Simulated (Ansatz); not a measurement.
Two members of one family (BN nanocrystals, H-capped) that differ in charge, which shifts all levels, computed with Ansatz in the gas phase. Levels of anions in sets without diffuse functions are rough. The structures are stationary points that may keep the symmetry of their start.

First: B5N4H16⁻, cut from zinc blende, disc (singlet, charge -1, r2SCAN-D4/def2-SVP geometry).

Cartesian coordinates in Å:
```
N -1.324 -0.340 -0.398
N 1.051 -0.929 -1.171
N 0.008 1.825 -0.070
N 0.583 -0.287 1.266
B -1.401 1.222 -0.537
B -0.510 -1.131 -1.483
B -0.918 -0.780 1.077
B 1.573 -1.075 0.338
B 0.683 1.280 1.278
H -2.287 -0.660 -0.513
H 1.369 -0.041 -1.561
H 1.549 -1.629 -1.721
H -0.132 2.827 0.059
H 0.678 1.770 -0.839
H 0.835 -0.570 2.215
H -1.591 1.572 -1.709
H -2.258 1.683 0.218
H -0.722 -0.700 -2.625
H -0.738 -2.338 -1.404
H -0.974 -2.008 1.179
H -1.651 -0.220 1.897
H 1.559 -2.277 0.608
H 2.720 -0.610 0.385
H 0.038 1.749 2.217
H 1.859 1.667 1.294
```

```tsv
level	HOMO (eV)	LUMO (eV)	gap (eV)
PBE-D4/def2-SVP	-1.44	3.52	4.97
PBE-D4/def2-TZVP	-1.71	2.91	4.61
r2SCAN-D4/def2-TZVP	-1.98	3.44	5.42
PBE0-D4/def2-SVP	-2.80	4.46	7.26
PBE0-D4/def2-TZVP	-2.99	3.75	6.74
```

Second: B6N6H18, cut from wurtzite (singlet, charge 0, r2SCAN-D4/def2-SVP geometry).

Cartesian coordinates in Å:
```
N -0.651 0.925 1.623
B -0.079 -0.555 1.639
B -1.935 -0.509 -0.212
N -0.781 -1.347 0.497
N 1.459 -0.429 1.266
B 0.248 -1.909 -0.581
B -0.500 1.644 0.215
N -1.181 0.739 -0.855
N 1.056 1.670 -0.093
B 1.710 0.225 -0.159
B -0.168 0.262 -1.987
N 0.917 -0.607 -1.209
H -1.667 0.819 1.758
H -0.312 1.494 2.401
H -0.208 -1.048 2.751
H -2.755 -0.117 0.636
H -2.494 -1.168 -1.067
H -1.238 -2.165 0.898
H 2.016 0.000 2.006
H 1.790 -1.400 1.174
H 1.116 -2.600 -0.018
H -0.323 -2.563 -1.434
H -0.941 2.784 0.271
H -1.899 1.283 -1.333
H 1.572 2.316 0.508
H 1.131 2.039 -1.052
H 2.909 0.311 -0.381
H -0.738 -0.403 -2.832
H 0.378 1.250 -2.511
H 1.567 -0.942 -1.919
```

Problem. What does the change do? Estimate second minus first.

Solution. 
```csv
level,Δ HOMO (eV),Δ LUMO (eV),Δ gap (eV)
PBE-D4/def2-SVP,-4.12,-3.98,0.13
PBE-D4/def2-TZVP,-4.03,-4.02,0.01
r2SCAN-D4/def2-TZVP,-4.00,-3.85,0.15
PBE0-D4/def2-SVP,-4.08,-4.01,0.07
PBE0-D4/def2-TZVP,-4.00,-4.07,-0.07
```
